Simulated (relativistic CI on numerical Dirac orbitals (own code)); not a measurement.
Ta XXVIII: sensitivity of the levels to the model

Base calculation: Dirac-Coulomb-Breit CI, separate exchange-only KLI orbitals for each configuration, QED by a radiative potential, unscaled Slater integrals.

CI space (outside the closed core [Ar] 3d10): 4s²4p⁶4d¹⁰, 4s²4p⁶4d⁹4f, 4s²4p⁵4d¹⁰4f, 4s4p⁶4d¹⁰4f, 4s²4p⁶4d⁹5s, 4s²4p⁶4d⁹5p, 4s²4p⁶4d⁹5d, 4s²4p⁵4d¹⁰5s, 4p⁶4d¹⁰4f², 4p⁶4d⁹4f³, 4p⁵4d¹⁰4f³, 4p⁶4d⁹4f²5s, 4p⁶4d⁹4f²5p, 4p⁶4d⁹4f²5d. Double excitations out of closed p, d and f shells are left out; levels of such configurations are missing from the list, as are those of other unlisted configurations, and high levels can miss mixing partners. These lack a partner that the ground configuration has and come out too high: 4s²4p⁵4d¹⁰5s.

The lowest level and the first level of each name with at least 55 % of one term (blank where a level has no safe partner in the second run):

| Level | Base (cm⁻¹) | Shift (cm⁻¹) |
| --- | --- | --- |
| 4s²4p⁶4d¹⁰ ¹S0 | 0 | 0 |
| 4s²4p⁶4d⁹4f ³P°0 | 1491672 | +164 |
| 4s²4p⁶4d⁹4f ³P°1 | 1508170 | +137 |
| 4s²4p⁶4d⁹4f ³P°2 | 1540311 | +98 |
| 4s²4p⁶4d⁹4f ³H°5 | 1546796 | +159 |
| 4s²4p⁶4d⁹4f ³H°6 | 1559595 | +57 |
| 4s²4p⁶4d⁹4f ³F°3 | 1570133 | +150 |
| 4s²4p⁶4d⁹4f ³F°4 | 1596985 | +55 |
| 4s²4p⁶4d⁹4f ³G°5 | 1611191 | +53 |
| 4s²4p⁶4d⁹4f ³D°1 | 1622856 | -13 |
| 4s²4p⁶4d⁹4f ³H°4 | 1663600 | -127 |
| 4s²4p⁶4d⁹4f ³G°3 | 1711990 | -180 |
| 4s²4p⁶4d⁹4f ¹F°3 | 1730574 | -193 |
| 4s²4p⁶4d⁹4f ¹P°1 | 2026476 | -44 |

At this charge energies of transitions that change n are usually good to better than 1 %, and those within a shell (Δn = 0) to a few per cent.

**Question.** One thing was changed in a second run, which moved the levels as shown. Which?
A. only the first 3 configurations
B. configuration mixing switched off
C. valence Slater integrals scaled by 0.9
D. QED terms removed
E. Breit term removed

**Answer.** D. QED terms removed. QED shifts follow the density of s (and p1/2) electrons at the nucleus, so configurations move by their count of such electrons; where none moves, the smaller shifts of p3/2 electrons and of j = l + 1/2 against j = l − 1/2 set the pattern.

LS names give the leading component of a level, which can be under half, so a name can repeat, a term be missing and a line seem to break the LS rules.
